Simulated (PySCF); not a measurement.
C4H9O2Si (SMILES C=C[Si](OC)OC), doublet (typed; the unrestricted solution is spin-contaminated), geometry from GFN2-xTB; DF-HF/3-21G in PySCF.

PySCF was given this input:
```python
from pyscf import gto, scf

mol = gto.Mole()
mol.atom = '''
    C    -2.63976547   -0.71890640   -0.36072929
    C    -1.40115394   -1.13608991   -0.07651608
    Si   -0.02884822   -0.05590286    0.56748430
    O     1.46502206   -0.42122896   -0.00209172
    C     2.07250668   -1.66693517   -0.13660589
    O    -0.18585370    1.54567283    0.41857635
    C     0.27300157    2.38939802   -0.61026395
    H    -2.88901294    0.32823208   -0.37991117
    H    -3.43262705   -1.40506812   -0.61117153
    H    -1.22715998   -2.20654713   -0.03935828
    H     2.15672978   -2.16647299    0.83210851
    H     3.07155826   -1.50924196   -0.54551187
    H     1.50479701   -2.31004468   -0.81367072
    H     0.28866065    3.40677451   -0.21857773
    H     1.27557955    2.10541813   -0.93099455
    H    -0.40553005    2.33924027   -1.46487842
'''
mol.basis = '3-21g'
mol.spin = 1
mol.verbose = 4
mol.build()

mf = scf.UHF(mol)
mf = mf.density_fit(auxbasis='def2-universal-jkfit')
mf.kernel()
```

Question: What does PySCF print? Leave out banner, timings and long lists.

Answer: 
```
PySCF version 2.14.0

[INPUT] verbose = 4
[INPUT] num. atoms = 16
[INPUT] num. electrons = 63
[INPUT] charge = 0
[INPUT] spin (= nelec alpha-beta = 2S) = 1
[INPUT] symmetry False subgroup None
[INPUT] Mole.unit = angstrom
[INPUT] Symbol           X                Y                Z      unit          X                Y                Z       unit  Magmom
[INPUT]  1 C     -2.639765470000  -0.718906400000  -0.360729290000 AA   -4.988433771384  -1.358536205197  -0.681679563209 Bohr   0.0
[INPUT]  2 C     -1.401153940000  -1.136089910000  -0.076516080000 AA   -2.647797204955  -2.146898782782  -0.144594435325 Bohr   0.0
[INPUT]  3 Si    -0.028848220000  -0.055902860000   0.567484300000 AA   -0.054515234981  -0.105641094980   1.072389906991 Bohr   0.0
[INPUT]  4 O      1.465022060000  -0.421228960000  -0.002091720000 AA    2.768490459846  -0.796007370135  -0.003952777929 Bohr   0.0
[INPUT]  5 C      2.072506680000  -1.666935170000  -0.136605890000 AA    3.916470016532  -3.150050938705  -0.258147719102 Bohr   0.0
[INPUT]  6 O     -0.185853700000   1.545672830000   0.418576350000 AA   -0.351212592237   2.920898326881   0.790994663720 Bohr   0.0
[INPUT]  7 C      0.273001570000   2.389398020000  -0.610263950000 AA    0.515898198876   4.515307860378  -1.153231729195 Bohr   0.0
[INPUT]  8 H     -2.889012940000   0.328232080000  -0.379911170000 AA   -5.459443226925   0.620268736496  -0.717928062963 Bohr   0.0
[INPUT]  9 H     -3.432627050000  -1.405068120000  -0.611171530000 AA   -6.486725012274  -2.655193933158  -1.154946806831 Bohr   0.0
[INPUT] 10 H     -1.227159980000  -2.206547130000  -0.039358280000 AA   -2.318996273227  -4.169769756645  -0.074376369934 Bohr   0.0
[INPUT] 11 H      2.156729780000  -2.166472990000   0.832108510000 AA    4.075628608893  -4.094040607368   1.572457189820 Bohr   0.0
[INPUT] 12 H      3.071558260000  -1.509241960000  -0.545511870000 AA    5.804403887046  -2.852053960102  -1.030868031999 Bohr   0.0
[INPUT] 13 H      1.504797010000  -2.310044680000  -0.813670720000 AA    2.843654221964  -4.365351780709  -1.537614816378 Bohr   0.0
[INPUT] 14 H      0.288660650000   3.406774510000  -0.218577730000 AA    0.545489571439   6.437870792049  -0.413052046629 Bohr   0.0
[INPUT] 15 H      1.275579550000   2.105418130000  -0.930994550000 AA    2.410495999596   3.978663643394  -1.759324722963 Bohr   0.0
[INPUT] 16 H     -0.405530050000   2.339240270000  -1.464878420000 AA   -0.766340729781   4.420523449854  -2.768219019586 Bohr   0.0

nuclear repulsion = 376.306587376514
number of shells = 55
number of NR pGTOs = 144
number of NR cGTOs = 85
basis = 3-21g
ecp = {}

******** <class 'pyscf.df.df_jk.DFUHF'> ********
method = DFUHF
initial guess = minao
damping factor = 0
level_shift factor = 0
DIIS = <class 'pyscf.scf.diis.CDIIS'>
diis_start_cycle = 1
diis_space = 8
diis_damp = 0
SCF conv_tol = 1e-09
SCF conv_tol_grad = None
SCF max_cycles = 50
direct_scf = False
number electrons alpha = 32  beta = 31
Set gradient conv threshold to 3.16228e-05
******** <class 'pyscf.df.df.DF'> ********
auxbasis = def2-universal-jkfit
init E= -593.019154218359

cycle= 1 E= -592.030957944618  delta_E= 0.988  |g|= 0.485  |ddm|= 2.69
cycle= 2 E= -592.128035477947  delta_E= -0.0971  |g|= 0.261  |ddm|= 0.675
cycle= 3 E= -592.154178348357  delta_E= -0.0261  |g|= 0.0499  |ddm|= 0.227
cycle= 4 E= -592.157043995361  delta_E= -0.00287  |g|= 0.0155  |ddm|= 0.117
cycle= 5 E= -592.157549141389  delta_E= -0.000505  |g|= 0.0103  |ddm|= 0.0367
cycle= 6 E= -592.157931968677  delta_E= -0.000383  |g|= 0.00803  |ddm|= 0.0339
cycle= 7 E= -592.158227934232  delta_E= -0.000296  |g|= 0.00736  |ddm|= 0.0256
cycle= 8 E= -592.158549175123  delta_E= -0.000321  |g|= 0.00679  |ddm|= 0.0289
cycle= 9 E= -592.159341308627  delta_E= -0.000792  |g|= 0.00442  |ddm|= 0.0892
cycle= 10 E= -592.159633598326  delta_E= -0.000292  |g|= 0.00129  |ddm|= 0.0975
cycle= 11 E= -592.159622539035  delta_E= 1.11e-05  |g|= 0.00134  |ddm|= 0.0353
cycle= 12 E= -592.159644517486  delta_E= -2.2e-05  |g|= 0.000251  |ddm|= 0.0237
cycle= 13 E= -592.159644734965  delta_E= -2.17e-07  |g|= 0.000111  |ddm|= 0.00103
cycle= 14 E= -592.159644830348  delta_E= -9.54e-08  |g|= 3.22e-05  |ddm|= 0.00148
cycle= 15 E= -592.159644826083  delta_E= 4.27e-09  |g|= 2.69e-05  |ddm|= 0.000594
cycle= 16 E= -592.159644833613  delta_E= -7.53e-09  |g|= 6.57e-06  |ddm|= 0.000336
cycle= 17 E= -592.159644833784  delta_E= -1.71e-10  |g|= 2.4e-06  |ddm|= 6.24e-05
Extra cycle  E= -592.15964483379  delta_E= -6.14e-12  |g|= 1.57e-06  |ddm|= 5.08e-06
converged SCF energy = -592.15964483379  <S^2> = 0.90165664  2S+1 = 2.1463053
```
